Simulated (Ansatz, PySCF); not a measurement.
FeO3, SMILES [O]=[Fe](=[O])=[O], multiplicity 1. Atoms are numbered in the order given.

```xyz
4

Fe     0.0000     0.0000     0.0000
O      1.5544     0.0000     0.0000
O     -0.7772     1.3462     0.0000
O     -0.7772    -1.3462     0.0000
```
Charge 0, spin multiplicity 1.

The structure is a stationary point at r2SCAN-D4/def2-SVP. The spin state was assumed, not searched.

Two levels are set side by side: PBE-D3(BJ)/def2-SVP (Ansatz, a program for electronic structure) and r2SCAN-D4/def2-SVP (Ansatz). Each level has its own optimised geometry; the coordinates shown are those of the second. Frequencies come from the Hessian of PySCF at each geometry. Differences are taken from unrounded values.

| quantity | r2SCAN-D4 | PBE-D3(BJ) | PBE-D3(BJ) minus r2SCAN-D4 |
|---|---|---|---|
| mean bond length (Å) | 1.554 | 1.567 | 0.013 |
| bond Fe1–O2 (Å) | 1.554 | 1.567 | 0.013 |
| bond Fe1–O3 (Å) | 1.554 | 1.567 | 0.013 |
| bond Fe1–O4 (Å) | 1.554 | 1.567 | 0.013 |
| highest harmonic wavenumber (cm⁻¹) | 1074 | 1036 | -38 |
| mean harmonic wavenumber (cm⁻¹) | 655 | 630 | -25 |
| zero-point energy (kcal/mol) | 5.62 | 5.40 | -0.21 |
